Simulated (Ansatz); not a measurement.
Cost and result for the atomization energy of AsBH6O3 (11 atoms, 9 bonds).

Z-matrix (Å, degrees):
```
B
O 1 1.363
O 1 1.374 2 118.2
O 1 1.366 2 116.2 3 179.5
H 2 0.959 1 111.5 3 0.3
H 3 0.957 1 115.9 2 -178.4
H 4 0.957 1 115.3 2 178.3
H 2 3.344 1 91.9 3 128.5
As 8 1.517 2 78.8 1 -73.7
H 9 1.524 8 92.8 2 -167.4
H 9 1.520 8 92.6 2 -75.1
```

Charge 0, multiplicity 1. Correlated methods include outer-core shells of As, which these sets cover unevenly. Scalar relativity is left out up to krypton. The bonds changed during the relaxation, so this is another structure than the one it started from. Geometry: relaxed with PBE0-D4/def2-TZVP. It is one conformer, not always the lowest. Program: Ansatz. All runs use 4 threads of an Arm Neoverse V1 on a shared host. Times are those of one run each, without the atoms' runs, and a repeat can differ threefold. Electronic energies, without spin–orbit coupling; frozen cores. CCSD(T)/CBS adds CCSD(T) − MP2 in def2-TZVPP to the MP2 limit, and its time is that of the two runs behind it. T1 = 0.012. With those shells the extrapolation isn't a true limit. B3LYP takes the VWN-RPA correlation (the form of Gaussian; ORCA's B3LYP/G). HSE06 is the plane-wave form, built on full-range PBE exchange.

CCSD(T)/CBS is a level of theory with its own doubt, some kJ/mol a heavy atom from the limit and from the frozen cores, so smaller differences don't rank the functionals.

```csv
level,functions,atomization (kJ/mol),difference from CCSD(T)/CBS,per bond
CCSD(T)/def2-TZVPP,256,3882.2,-109.0,-12.1
B3LYP-D4/def2-TZVPP (with forces),256,3987.6,-3.6,-0.4
revPBE-D4/def2-TZVPP,256,3930.7,-60.5,-6.7
CCSD(T)/def2-SVP,118,3740.9,-250.3,-27.8
MP2/def2-QZVPP,497,4017.3,26.1,2.9
PBE-D4/def2-TZVPP (with forces),256,4047.8,56.6,6.3
CAM-B3LYP-D4/def2-TZVPP,256,4014.1,22.9,2.5
BLYP-D4/def2-TZVPP,256,4005.2,14.0,1.6
B2PLYP/def2-TZVPP,256,3944.7,-46.5,-5.2
HSE06-D4/def2-TZVPP,256,3946.5,-44.7,-5.0
PBE-QIDH/def2-TZVPP,256,3914.4,-76.8,-8.5
CCSD(T)/CBS(def2),–,3991.2,0.0,0.0
ωB97M-V/def2-TZVPP (with forces),256,3996.1,4.9,0.5
```

Question: Order the runs by time, with rough figures. (An estimate is asked.)

Answer: The calculation gave: revPBE-D4/def2-TZVPP 2.3 s; BLYP-D4/def2-TZVPP 2.3 s; PBE-D4/def2-TZVPP (with forces) 2.8 s; HSE06-D4/def2-TZVPP 3.8 s; CAM-B3LYP-D4/def2-TZVPP 4.1 s; B3LYP-D4/def2-TZVPP (with forces) 5.5 s; B2PLYP/def2-TZVPP 6.5 s; PBE-QIDH/def2-TZVPP 7 s; ωB97M-V/def2-TZVPP (with forces) 13 s; CCSD(T)/def2-SVP 13 s; MP2/def2-QZVPP 28 s; CCSD(T)/def2-TZVPP 5.8 min; CCSD(T)/CBS(def2) 6.2 min.

Leaving LDA and LC-ωPBE aside and taking each functional with its dispersion term where it has one, the values, not all of them listed here, spread over 211.3 kJ/mol, from BHLYP-D4 to PBE-D4. LDA lies +588.6 kJ/mol from PBE without D4, its usual overbinding. In def2-TZVPP, CCSD(T) changes the Hartree–Fock value by +1086.4 kJ/mol (the triples alone add +59.7 kJ/mol) and MP2 by +1157.2 kJ/mol; breaking electron pairs costs correlation energy, which Hartree–Fock lacks. The D4 term adds +28.8 kJ/mol with B3LYP and +15.5 kJ/mol with PBE0; it sums over pairs of atoms, weighted by their polarisabilities, and B3LYP, whose exchange is more repulsive, gets the larger term.
